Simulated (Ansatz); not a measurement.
Ansatz (a quantum-chemistry and plane-wave program) input (RI-MP2/def2-TZVPPD):
A basis named .json is the Basis Set Exchange file of that set.

Ansatz 0.2 input:
```yaml
crystal:
  periodic: [false, false, false]
  atoms:
    - {symbol: Si, position_ang: [0.02140107, 1.02022011, 0.84664514]}
    - {symbol: H, position_ang: [-0.40794717, 1.93007904, -0.32552620]}
    - {symbol: Si, position_ang: [0.00549076, -0.85528764, -0.60906971]}
    - {symbol: H, position_ang: [0.94334175, -0.85267924, -1.79613590]}
    - {symbol: H, position_ang: [-1.29793525, -1.23844494, -1.27462855]}
    - {symbol: H, position_ang: [0.38605502, -2.14800945, 0.07023460]}
basis:
  gaussian:
    orbitals: def2-TZVPPD.json
    fitting: {mean_field: def2-universal-jkfit, correlation: def2-TZVPPD-RIFIT.json}
total_charge: -1
magnetization: {spin_polarized: true, initial_magnetization: 1}
correlation: {method: mp2, electrons: outside_noble_gas}
```

Output:

```
Functional definition: HF
integrals: 0.09 GiB planned
328 factors; integrals over basis functions are off by at most 1.2e0 eV
434 factors; integrals over basis functions are off by at most 7.0e-1 eV
mean field: 0.35 GiB planned
mean field evaluation 1: about -15785.8924 eV, gradient 1.0e1 eV
mean field evaluation 2: about -15787.0962 eV, gradient 3.9e0 eV
mean field evaluation 4: about -15787.3102 eV, gradient 4.3e-1 eV
mean field evaluation 8: about -15787.3163 eV, gradient 2.7e-6 eV
mean field -15787.31630327 eV, -580.1731731178 hartree, gradient 2.7e-6 eV, S^2 0.775155; 0 other end points of the search recorded, 0 dependent functions left out
10 core orbitals not correlated
reference -15787.31630327 eV, -580.1731731178 hartree; 7, 6 occupied and 147, 148 virtual orbitals, 434 factors
second order -6.83486527 eV of doubles, -0.00000000 eV of singles
Total energy: -15794.15116854 eV, -580.4243497835 hartree
```
